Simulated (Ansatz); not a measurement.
Cost and result for the atomization energy of `C[O][Al]1[CH2][O]1` (10 atoms, 10 bonds).

```xyz
10

C    -2.071    0.786    0.448
O    -0.680    0.721    0.551
Al    0.710   -0.029    0.056
C     2.092   -1.056   -0.680
O     2.384    0.041    0.306
H    -2.371    1.779    0.101
H    -2.524    0.616    1.428
H    -2.468    0.042   -0.250
H     2.388   -2.037   -0.306
H     2.541   -0.864   -1.655
```

The species carries charge 0 and has multiplicity 1. The geometry is a stationary point of PBE0-D4/def2-TZVP. It is one conformer, not always the lowest. Program: Ansatz. All runs use 4 threads of an Arm Neoverse V1 on a shared host. Times are those of one run each, without the atoms' runs, and a repeat can differ threefold. Electronic energies, without spin–orbit coupling; frozen cores. CCSD(T)/CBS adds CCSD(T) − MP2 in def2-TZVPP to the MP2 limit, and its time is that of the two runs behind it. T1 = 0.014. B3LYP takes the VWN-RPA correlation (the form of Gaussian; ORCA's B3LYP/G).

CCSD(T)/CBS is a level of theory with its own doubt, some kJ/mol a heavy atom from the limit and from the frozen cores, so smaller differences don't rank the functionals.

```
                             level  functions  wall time  atomization (kJ/mol)  difference from CCSD(T)/CBS  per bond
                PBE0-D4/def2-TZVPP        236      2.9 s                3782.7                        -18.1      -1.8
   PBE-D4/def2-TZVPP (with forces)        236      3.1 s                3882.3                         81.5       8.1
 B3LYP-D4/def2-TZVPP (with forces)        236      3.9 s                3781.5                        -19.3      -1.9
r2SCAN-D4/def2-TZVPP (with forces)        236        4 s                3813.3                         12.5       1.2
                 B2PLYP/def2-TZVPP        236      4.1 s                3757.0                        -43.8      -4.4
                ωB97X-V/def2-TZVPP        236        6 s                3798.7                         -2.1      -0.2
  ωB97M-V/def2-TZVPP (with forces)        236      8.5 s                3803.0                          2.2       0.2
                    MP2/def2-QZVPP        448       15 s                3859.8                         59.0       5.9
                CCSD(T)/def2-TZVPP        236       89 s                3691.3                       -109.5     -11.0
                 CCSD(T)/CBS(def2)          –      100 s                3800.8                          0.0       0.0
```

The D4 term adds +24.7 kJ/mol with B3LYP and +12.9 kJ/mol with PBE0; it sums over pairs of atoms, weighted by their polarisabilities, and B3LYP, whose exchange is more repulsive, gets the larger term. From PBE to PBE0 (25 % exact exchange), in def2-TZVPP and without D4, the atomization energy moves by −97.2 kJ/mol: exact exchange takes away binding that semilocal exchange gives to molecules. In def2-TZVPP, CCSD(T) changes the Hartree–Fock value by +1037.9 kJ/mol (the triples alone add +66.3 kJ/mol) and MP2 by +1140.7 kJ/mol; breaking electron pairs costs correlation energy, which Hartree–Fock lacks.
